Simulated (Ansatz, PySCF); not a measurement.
The pair A = hydrogen isocyanide (SMILES [C-]#[NH+]) (first 3 atoms), B = CH4O (SMILES CO); geometry from B3LYP-D3(BJ)/def2-TZVP.
(charge 0, multiplicity 1):
```xyz
9

C     -0.1128    -0.6285    -0.2560
N     -0.1368    -0.1825     0.8177
H     -0.1669     0.1986     1.7661
C     -0.0939    -0.3342     4.4087
O     -0.1942     0.7123     3.4369
H      0.2602     0.0540     5.3659
H      0.6347    -1.0453     4.0253
H     -1.0493    -0.8454     4.5484
H     -0.8437     1.3617     3.7250
```

Frozen-core correlation. CBS: X⁻³ extrapolation of the correlation energy, Hartree–Fock from the larger set. MP2 and its Hartree–Fock in aug-cc-pVTZ are density fitted.

Codes used: Ansatz (a quantum-chemistry and plane-wave program) with Gaussian orbitals; PySCF for the dispersion terms. 

The monomers are drawn apart, rigid, along the line of their centres of mass. Counterpoise-corrected interaction energies (kcal/mol):

| level | R = 4.295 Å | R = 4.995 Å |
|---|---|---|
| PBE/def2-TZVPPD | -5.4556 | -2.7747 |
| PBE-D3(BJ)/def2-TZVPPD | -5.9259 | -3.0027 |
| wB97M-V/def2-TZVPPD | -5.7264 | -2.9263 |
| MP2/CBS(aug-cc-pVDZ, aug-cc-pVTZ) + ΔCCSD(T)/aug-cc-pVDZ | -5.8019 | -2.9774 |

### Question
R is the distance of the centres of mass. Find the local exponent m of E ∝ R⁻ᵐ between the two points.

### Answer

m = ln(E₁/E₂)/ln(R₂/R₁): PBE/def2-TZVPPD 4.5; PBE-D3(BJ)/def2-TZVPPD 4.5; wB97M-V/def2-TZVPPD 4.5; MP2/CBS(aug-cc-pVDZ, aug-cc-pVTZ) + ΔCCSD(T)/aug-cc-pVDZ 4.4. For scale, two fixed dipoles give m = 3, dipole and quadrupole 4, quadrupoles 5, and dispersion or dipole-induced dipole 6 at long range; at these distances several terms mix, and what is left of overlap and damping shifts m, so it need not match one of them.
